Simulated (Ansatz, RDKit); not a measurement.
Molecule: C₄H₈O, net charge 0, singlet state. SMILES: CCCC=O

Atoms: C1, C2, C3, C4, O5, H6, H7, H8, H9, H10, H11, H12, H13. Bonds: C1-C2, C1-H6, C1-H7, C1-H8, C2-C3, C2-H9, C2-H10, C3-C4, C3-H11, C3-H12, C4-O5, C4-H13.

Bond lengths (Å) and angles (degrees) optimised at UFF with RDKit; MMFF94 with RDKit; PBE/6-31G* with Ansatz (a first-principles code); B3LYP/LANL2DZ with Ansatz, each started from the B3LYP-D3(BJ)/def2-TZVP structure (Ansatz) of the last column. A row stands for all coordinates that are equal there; 13 of 24 kinds are shown. 6-31G* holds six Cartesian d functions. No wavenumbers were computed at UFF, MMFF94, PBE/6-31G*, B3LYP/LANL2DZ, so these may be saddle points.

| coordinate | UFF | MMFF94 | PBE/6-31G* | B3LYP/LANL2DZ | B3LYP-D3(BJ)/def2-TZVP |
|---|---|---|---|---|---|
| C1-C2 | 1.526 | 1.520 | 1.532 | 1.542 | 1.526 |
| C1-H6 | 1.111 | 1.095 | 1.105 | 1.099 | 1.093 |
| C1-H7 | 1.110 | 1.094 | 1.103 | 1.097 | 1.091 |
| C2-C3 | 1.535 | 1.524 | 1.530 | 1.540 | 1.522 |
| C2-H9 | 1.112 | 1.097 | 1.105 | 1.098 | 1.092 |
| C3-C4 | 1.505 | 1.510 | 1.513 | 1.516 | 1.504 |
| C3-H11 | 1.111 | 1.095 | 1.111 | 1.104 | 1.098 |
| C4-O5 | 1.222 | 1.226 | 1.221 | 1.245 | 1.204 |
| C1-C2-C3 | 111.2 | 111.5 | 112.8 | 112.2 | 112.5 |
| C2-C3-C4 | 113.1 | 112.6 | 114.5 | 114.9 | 115.1 |
| C3-C4-O5 | 121.7 | 124.8 | 124.8 | 125.0 | 125.1 |
| C2-C1-H6 | 110.3 | 111.0 | 111.4 | 111.3 | 111.3 |
| C2-C1-H7 | 109.6 | 110.3 | 111.2 | 111.0 | 111.1 |

Mean signed difference of all 12 bond lengths from B3LYP-D3(BJ)/def2-TZVP: UFF 0.011 Å, MMFF94 0.002 Å, PBE/6-31G* 0.012 Å, B3LYP/LANL2DZ 0.011 Å.
